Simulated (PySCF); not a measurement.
Simulation results for CH5GeO2, BClGeH4O, AlGeH2NO, CH5BGeN and others

All values are calculated (PySCF 2.14.0). Calculation on a computer-drawn molecule: the log of a Hartree-Fock and frozen-core CCSD(T) single point meant for a local Hartree-Fock minimum, with one planted fault or none, to be diagnosed. Offsets are logged minus clean, where the clean run is the same molecule without the fault. The reference is restricted for singlets and unrestricted otherwise, and also for a bond in bohr or an excited solution. Adding or removing an electron swaps singlet and doublet. The excited solution moves the top pair (singlet) or top alpha electron (doublet) to the lowest empty orbital. Highest occupied and lowest empty are orbital energies over both spins, largest force is the largest gradient component, triples share is (T) over the correlation energy, the T1 limit is 0.02 restricted and 0.045 unrestricted, electrons count all cores, a negative frequency is imaginary (commonest isotopes), and the dipole is about the centre of nuclear charge; on germanium a core potential holds 10 electrons, which the energies leave out, and 3d is frozen in MP2 and coupled-cluster steps.

Common to all runs: meant basis and core potential on germanium cc-pVDZ-PP ECP10MDF; logged SCF converged yes; logged CC converged yes; logged SCF stable within its kind yes; possible faults no fault, one electron removed, one electron added, multiplicity raised by two, geometry at a saddle point, SCF held on an excited solution, minimal basis STO-3G, one bond length entered in bohr, all coordinates scaled.

(1) 
```xyz
9
formula=CH5GeO2 meant_charge=0 meant_multiplicity=2 meant_basis=cc-pVDZ logged_electrons=59 logged_basis_functions=90 logged_spin_squared=0.7557 logged_highest_occupied=-8.7643 logged_lowest_empty=1.2122 logged_largest_force=1.656e-05 logged_lowest_frequency=106.27 logged_T1_diagnostic=0.015065 logged_D1_diagnostic=0.073443 logged_triples_share=0.024387 logged_dipole_magnitude=2.1224 logged_energy_HF=-483.86107 logged_energy_CCSD(T)=-484.50973 planted_fault=no_fault HF_energy_offset_from_clean_run=0 CCSD(T)_energy_offset_from_clean_run=0
O     -0.8642    -1.3101     1.5392
C     -0.9042    -2.4992     0.7980
Ge     0.4464    -2.3984    -0.6506
O      1.8096    -1.7314     0.3134
H      0.0375    -1.1325     1.7729
H     -0.7125    -3.3780     1.4213
H     -1.9037    -2.6009     0.3763
H      0.0953    -1.3764    -1.7588
H      2.5009    -1.3038    -0.1704
```

Units: logged_highest_occupied, logged_lowest_empty in eV; logged_largest_force in hartree/bohr; logged_lowest_frequency in cm⁻¹; logged_dipole_magnitude in debye; logged_energy_HF, logged_energy_CCSD(T) in hartree; HF_energy_offset_from_clean_run, CCSD(T)_energy_offset_from_clean_run in kcal/mol.

Drawn bonds:
| atom | other atom | order |
| --- | --- | --- |
| 1 | 2 | 1 |
| 2 | 3 | 1 |
| 3 | 4 | 1 |
| 1 | 5 | 1 |
| 2 | 6 | 1 |
| 2 | 7 | 1 |
| 3 | 8 | 1 |
| 4 | 9 | 1 |

(2) 
```xyz
8
formula=BClGeH4O meant_charge=0 meant_multiplicity=1 meant_basis=cc-pV(D+d)Z logged_electrons=66 logged_basis_functions=94 logged_spin_squared=0 logged_highest_occupied=-11.058 logged_lowest_empty=1.1551 logged_largest_force=0.13157 logged_T1_diagnostic=0.010613 logged_D1_diagnostic=0.033247 logged_triples_share=0.020916 logged_dipole_magnitude=2.1008 logged_energy_HF=-854.72365 logged_energy_CCSD(T)=-855.26677 planted_fault=all_coordinates_scaled,by_-8.8_% HF_energy_offset_from_clean_run=47.08 CCSD(T)_energy_offset_from_clean_run=54.7
B     -1.1977    -2.4608    -0.1198
Ge    -2.6122    -1.2095    -0.2650
O     -3.7235    -1.3081     0.9013
Cl    -1.6394     0.5276    -0.0472
H     -0.6468    -2.7767    -1.0056
H     -0.9015    -2.8278     0.8636
H     -3.3550    -1.1123    -1.4298
H     -3.4227    -1.2774     1.7102
```

Units: logged_highest_occupied, logged_lowest_empty in eV; logged_largest_force in hartree/bohr; logged_dipole_magnitude in debye; logged_energy_HF, logged_energy_CCSD(T) in hartree; HF_energy_offset_from_clean_run, CCSD(T)_energy_offset_from_clean_run in kcal/mol.

Drawn bonds:
| atom | other atom | order |
| --- | --- | --- |
| 1 | 2 | 1 |
| 2 | 3 | 1 |
| 2 | 4 | 1 |
| 1 | 5 | 1 |
| 1 | 6 | 1 |
| 2 | 7 | 1 |
| 3 | 8 | 1 |

(3) 
```xyz
6
formula=AlGeH2NO meant_charge=0 meant_multiplicity=1 meant_basis=cc-pV(D+d)Z logged_electrons=61 logged_basis_functions=84 logged_spin_squared=0.7565 logged_highest_occupied=-15.367 logged_lowest_empty=-5.8792 logged_largest_force=0.053455 logged_T1_diagnostic=0.025908 logged_D1_diagnostic=0.097204 logged_triples_share=0.034882 logged_dipole_magnitude=5.7255 logged_energy_HF=-665.52392 logged_energy_CCSD(T)=-666.02199 planted_fault=one_electron_removed HF_energy_offset_from_clean_run=153.8 CCSD(T)_energy_offset_from_clean_run=176
O      1.5796    -0.6195     0.0500
Ge     0.6095     0.7610     0.5318
N     -0.7107     0.6661     1.5270
Al    -1.9349    -0.0783     2.5611
H      2.3115    -0.4369    -0.5230
H      1.2072     1.9966    -0.1237
```

Units: logged_highest_occupied, logged_lowest_empty in eV; logged_largest_force in hartree/bohr; logged_dipole_magnitude in debye; logged_energy_HF, logged_energy_CCSD(T) in hartree; HF_energy_offset_from_clean_run, CCSD(T)_energy_offset_from_clean_run in kcal/mol.

Drawn bonds:
| atom | other atom | order |
| --- | --- | --- |
| 1 | 2 | 1 |
| 2 | 3 | 2 |
| 3 | 4 | 1 |
| 1 | 5 | 1 |
| 2 | 6 | 1 |

(4) 
```xyz
9
formula=CH5BGeN meant_charge=1 meant_multiplicity=1 meant_basis=cc-pVDZ logged_electrons=53 logged_basis_functions=90 logged_spin_squared=0.7904 logged_highest_occupied=-20.848 logged_lowest_empty=-11.157 logged_largest_force=0.032154 logged_T1_diagnostic=0.023441 logged_D1_diagnostic=0.093373 logged_triples_share=0.032192 logged_dipole_magnitude=4.2797 logged_energy_HF=-412.52154 logged_energy_CCSD(T)=-412.99434 planted_fault=one_electron_removed HF_energy_offset_from_clean_run=273.6 CCSD(T)_energy_offset_from_clean_run=300.4
B      1.6854     0.5480     1.3272
Ge     1.6126     2.1006     0.0540
C      0.3413     1.3279    -1.2922
N     -0.6185     1.9676    -1.8534
H      2.0947    -0.3210     2.0199
H      0.7364     3.1569     0.7483
H      0.5161     0.3395    -1.7132
H     -0.8822     2.8911    -1.5553
H     -1.1540     1.5767    -2.6104
```

Units: logged_highest_occupied, logged_lowest_empty in eV; logged_largest_force in hartree/bohr; logged_dipole_magnitude in debye; logged_energy_HF, logged_energy_CCSD(T) in hartree; HF_energy_offset_from_clean_run, CCSD(T)_energy_offset_from_clean_run in kcal/mol.

Drawn bonds:
| atom | other atom | order |
| --- | --- | --- |
| 1 | 2 | 1 |
| 2 | 3 | 2 |
| 3 | 4 | 1 |
| 1 | 5 | 1 |
| 2 | 6 | 1 |
| 3 | 7 | 1 |
| 4 | 8 | 1 |
| 4 | 9 | 1 |

(5) 
```xyz
9
formula=BGeH5NSi meant_charge=0 meant_multiplicity=2 meant_basis=cc-pV(D+d)Z logged_electrons=64 logged_basis_functions=99 logged_spin_squared=0 logged_highest_occupied=-0.825 logged_lowest_empty=8.3078 logged_largest_force=0.056183 logged_T1_diagnostic=0.016787 logged_D1_diagnostic=0.044919 logged_triples_share=0.035618 logged_dipole_magnitude=1.5817 logged_energy_HF=-664.35167 logged_energy_CCSD(T)=-664.87194 planted_fault=one_electron_added HF_energy_offset_from_clean_run=3.443 CCSD(T)_energy_offset_from_clean_run=-19.12
B     -0.6946    -3.1697    -0.1698
N     -0.6970    -2.1179    -0.8295
Ge    -0.8697    -0.5953    -1.8156
Si    -0.6911     1.3293    -0.3791
H     -0.6831    -4.1635     0.4528
H      0.1803    -0.6489    -2.9400
H     -0.8337     2.5534    -1.2021
H     -1.7871     1.2792     0.6148
H      0.6081     1.3715     0.3334
```

Units: logged_highest_occupied, logged_lowest_empty in eV; logged_largest_force in hartree/bohr; logged_dipole_magnitude in debye; logged_energy_HF, logged_energy_CCSD(T) in hartree; HF_energy_offset_from_clean_run, CCSD(T)_energy_offset_from_clean_run in kcal/mol.

Drawn bonds:
| atom | other atom | order |
| --- | --- | --- |
| 1 | 2 | 2 |
| 2 | 3 | 1 |
| 3 | 4 | 1 |
| 1 | 5 | 1 |
| 3 | 6 | 1 |
| 4 | 7 | 1 |
| 4 | 8 | 1 |
| 4 | 9 | 1 |

(6) 
```xyz
9
formula=CH5GeOSi meant_charge=0 meant_multiplicity=2 meant_basis=cc-pV(D+d)Z logged_electrons=65 logged_basis_functions=99 logged_spin_squared=1.4469 logged_highest_occupied=-9.2736 logged_lowest_empty=0.36768 logged_largest_force=0.016149 logged_T1_diagnostic=0.052542 logged_D1_diagnostic=0.24498 logged_triples_share=0.038741 logged_dipole_magnitude=4.3275 logged_energy_HF=-697.80082 logged_energy_CCSD(T)=-698.36079 planted_fault=one_bond_length_entered_in_bohr,row_5_of_the_drawn_bonds HF_energy_offset_from_clean_run=77.9 CCSD(T)_energy_offset_from_clean_run=79.84
O     -0.6665    -3.6341     1.4100
Si    -0.1746    -2.3059     0.9185
C     -1.1999    -0.9819     0.1418
Ge    -1.7477     0.4507     1.4141
H      1.2331    -1.8772     1.0339
H     -0.1270    -0.0575    -1.3646
H     -2.1115    -1.4138    -0.2762
H     -2.6363    -0.1217     2.5251
H     -0.5078     1.1307     2.0163
```

Units: logged_highest_occupied, logged_lowest_empty in eV; logged_largest_force in hartree/bohr; logged_dipole_magnitude in debye; logged_energy_HF, logged_energy_CCSD(T) in hartree; HF_energy_offset_from_clean_run, CCSD(T)_energy_offset_from_clean_run in kcal/mol.

Drawn bonds:
| atom | other atom | order |
| --- | --- | --- |
| 1 | 2 | 2 |
| 2 | 3 | 1 |
| 3 | 4 | 1 |
| 2 | 5 | 1 |
| 3 | 6 | 1 |
| 3 | 7 | 1 |
| 4 | 8 | 1 |
| 4 | 9 | 1 |

Notes: T1 above single-reference limit.

(7) 
```xyz
7
formula=BClGeH3N meant_charge=0 meant_multiplicity=1 meant_basis=cc-pV(D+d)Z logged_electrons=64 logged_basis_functions=89 logged_spin_squared=2.0195 logged_highest_occupied=-7.3922 logged_lowest_empty=-0.73764 logged_largest_force=0.11704 logged_T1_diagnostic=0.019954 logged_D1_diagnostic=0.085552 logged_triples_share=0.027916 logged_dipole_magnitude=2.4364 logged_energy_HF=-833.68494 logged_energy_CCSD(T)=-834.17608 planted_fault=multiplicity_raised_by_two HF_energy_offset_from_clean_run=25.52 CCSD(T)_energy_offset_from_clean_run=54.86
B      1.4641    -0.2886     1.0205
Ge    -0.3346    -1.3083     0.8842
N     -0.7256    -2.4439    -0.2812
Cl    -1.7174    -0.7369     2.4650
H      2.2891    -0.5226     0.1943
H      1.6375     0.4940     1.9009
H     -1.6470    -2.8505    -0.2052
```

Units: logged_highest_occupied, logged_lowest_empty in eV; logged_largest_force in hartree/bohr; logged_dipole_magnitude in debye; logged_energy_HF, logged_energy_CCSD(T) in hartree; HF_energy_offset_from_clean_run, CCSD(T)_energy_offset_from_clean_run in kcal/mol.

Drawn bonds:
| atom | other atom | order |
| --- | --- | --- |
| 1 | 2 | 1 |
| 2 | 3 | 2 |
| 2 | 4 | 1 |
| 1 | 5 | 1 |
| 1 | 6 | 1 |
| 3 | 7 | 1 |

(8) 
```xyz
8
formula=Ge2H4NO meant_charge=0 meant_multiplicity=2 meant_basis=cc-pVDZ logged_electrons=83 logged_basis_functions=94 logged_spin_squared=0.9974 logged_highest_occupied=-8.5122 logged_lowest_empty=1.2254 logged_largest_force=0.044692 logged_T1_diagnostic=0.042535 logged_D1_diagnostic=0.19131 logged_triples_share=0.036335 logged_dipole_magnitude=4.3359 logged_energy_HF=-718.30702 logged_energy_CCSD(T)=-718.90504 planted_fault=all_coordinates_scaled,by_+5.9_% HF_energy_offset_from_clean_run=16.27 CCSD(T)_energy_offset_from_clean_run=5.965
O     -2.8503    -1.3081     2.5931
Ge    -1.7905    -0.1965     1.5572
N     -0.6741     0.9103     2.3551
Ge     0.5483     2.1780     1.5430
H     -3.4678    -1.9168     2.0898
H     -2.1279    -0.4863     0.0064
H      0.1811     3.6836     2.0616
H      2.0756     1.8163     1.9983
```

Units: logged_highest_occupied, logged_lowest_empty in eV; logged_largest_force in hartree/bohr; logged_dipole_magnitude in debye; logged_energy_HF, logged_energy_CCSD(T) in hartree; HF_energy_offset_from_clean_run, CCSD(T)_energy_offset_from_clean_run in kcal/mol.

Drawn bonds:
| atom | other atom | order |
| --- | --- | --- |
| 1 | 2 | 1 |
| 2 | 3 | 2 |
| 3 | 4 | 1 |
| 1 | 5 | 1 |
| 2 | 6 | 1 |
| 4 | 7 | 1 |
| 4 | 8 | 1 |

(9) 
```xyz
10
formula=GeH7NSi meant_charge=0 meant_multiplicity=1 meant_basis=cc-pV(D+d)Z logged_electrons=59 logged_basis_functions=95 logged_spin_squared=0.7644 logged_highest_occupied=-15.708 logged_lowest_empty=-6.1144 logged_largest_force=0.074624 logged_T1_diagnostic=0.039938 logged_D1_diagnostic=0.23615 logged_triples_share=0.024603 logged_dipole_magnitude=5.8207 logged_energy_HF=-640.53747 logged_energy_CCSD(T)=-640.94393 planted_fault=one_electron_removed HF_energy_offset_from_clean_run=189.9 CCSD(T)_energy_offset_from_clean_run=213.2
N     -0.6611     0.0512    -1.9659
Ge     0.4911    -0.2908    -0.5570
Si     2.5188     0.9422    -0.9390
H     -1.5185    -0.4743    -1.9213
H     -0.9092     1.0220    -2.0590
H     -0.1088     0.0736     0.8170
H      0.7465    -1.8029    -0.5660
H      2.2133     2.3868    -1.0818
H      3.1847     0.4687    -2.1743
H      3.4437     0.7648     0.2063
```

Units: logged_highest_occupied, logged_lowest_empty in eV; logged_largest_force in hartree/bohr; logged_dipole_magnitude in debye; logged_energy_HF, logged_energy_CCSD(T) in hartree; HF_energy_offset_from_clean_run, CCSD(T)_energy_offset_from_clean_run in kcal/mol.

Drawn bonds:
| atom | other atom | order |
| --- | --- | --- |
| 1 | 2 | 1 |
| 2 | 3 | 1 |
| 1 | 4 | 1 |
| 1 | 5 | 1 |
| 2 | 6 | 1 |
| 2 | 7 | 1 |
| 3 | 8 | 1 |
| 3 | 9 | 1 |
| 3 | 10 | 1 |

(10) 
```xyz
8
formula=AlBGeH4N meant_charge=1 meant_multiplicity=1 meant_basis=cc-pV(D+d)Z logged_electrons=60 logged_basis_functions=94 logged_spin_squared=0 logged_highest_occupied=-13.236 logged_lowest_empty=-5.6814 logged_largest_force=2.144e-05 logged_lowest_frequency=29.996 logged_T1_diagnostic=0.027321 logged_D1_diagnostic=0.10084 logged_triples_share=0.042291 logged_dipole_magnitude=11.324 logged_energy_HF=-616.38589 logged_energy_CCSD(T)=-616.83622 planted_fault=no_fault HF_energy_offset_from_clean_run=0 CCSD(T)_energy_offset_from_clean_run=0
N      0.9380    -0.0058     2.5315
Ge     0.1620     0.3948     1.0907
B     -0.7658    -1.2948     0.3490
Al    -1.9126    -1.5786    -1.4560
H      1.4364     0.7442     2.9934
H      0.0815     1.7223     0.3524
H     -0.6633    -2.2874     1.0022
H     -2.7384    -1.7916    -2.7528
```

Units: logged_highest_occupied, logged_lowest_empty in eV; logged_largest_force in hartree/bohr; logged_lowest_frequency in cm⁻¹; logged_dipole_magnitude in debye; logged_energy_HF, logged_energy_CCSD(T) in hartree; HF_energy_offset_from_clean_run, CCSD(T)_energy_offset_from_clean_run in kcal/mol.

Drawn bonds:
| atom | other atom | order |
| --- | --- | --- |
| 1 | 2 | 2 |
| 2 | 3 | 1 |
| 3 | 4 | 1 |
| 1 | 5 | 1 |
| 2 | 6 | 1 |
| 3 | 7 | 1 |
| 4 | 8 | 1 |

Notes: T1 above single-reference limit.
